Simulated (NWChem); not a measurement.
System: CrNH₂O₂F; SMILES [NH]=[Cr](=[O])([OH])[F]

```xyz
7

Cr     0.0046     0.0117     0.0415
O      0.8820     0.1889     1.2773
N      0.9262    -0.0412    -1.2609
H      1.9454     0.0182    -1.3676
F     -1.0798     1.3221    -0.1201
O     -0.8699    -1.4731     0.1659
H     -0.9363    -1.9996    -0.6423
```
Atoms are numbered in this order, from 1.

Level: PBE0/def2-SVP (NWChem), optimised geometry, unscaled harmonic frequencies. 

```json
[
 {"frequency (cm⁻¹)": "239", "IR intensity (km/mol)": "2.0"},
 {"frequency (cm⁻¹)": "297", "IR intensity (km/mol)": "11.0"},
 {"frequency (cm⁻¹)": "299", "IR intensity (km/mol)": "1.3"},
 {"frequency (cm⁻¹)": "318", "IR intensity (km/mol)": "3.9"},
 {"frequency (cm⁻¹)": "369", "IR intensity (km/mol)": "25.2"},
 {"frequency (cm⁻¹)": "428", "IR intensity (km/mol)": "85.9"},
 {"frequency (cm⁻¹)": "601", "IR intensity (km/mol)": "129.9"},
 {"frequency (cm⁻¹)": "638", "IR intensity (km/mol)": "37.3"},
 {"frequency (cm⁻¹)": "756", "IR intensity (km/mol)": "78.1"},
 {"frequency (cm⁻¹)": "774", "IR intensity (km/mol)": "243.1"},
 {"frequency (cm⁻¹)": "856", "IR intensity (km/mol)": "74.0"},
 {"frequency (cm⁻¹)": "1066", "IR intensity (km/mol)": "90.8"},
 {"frequency (cm⁻¹)": "1183", "IR intensity (km/mol)": "152.7"},
 {"frequency (cm⁻¹)": "3537", "IR intensity (km/mol)": "134.4"},
 {"frequency (cm⁻¹)": "3871", "IR intensity (km/mol)": "194.5"}
]
```

- zero-point energy = 21.8 kcal/mol
- thermal correction to the enthalpy at 298.15 K (with zero-point energy) = 26.0 kcal/mol
- heat capacity Cv = 20.2 cal/(mol K)
- entropy at 298.15 K and 1 atm (symmetry number 1) = 75.7 cal/(mol K)
- dipole moment = 3.32 D

Rigid rotor and harmonic oscillator.
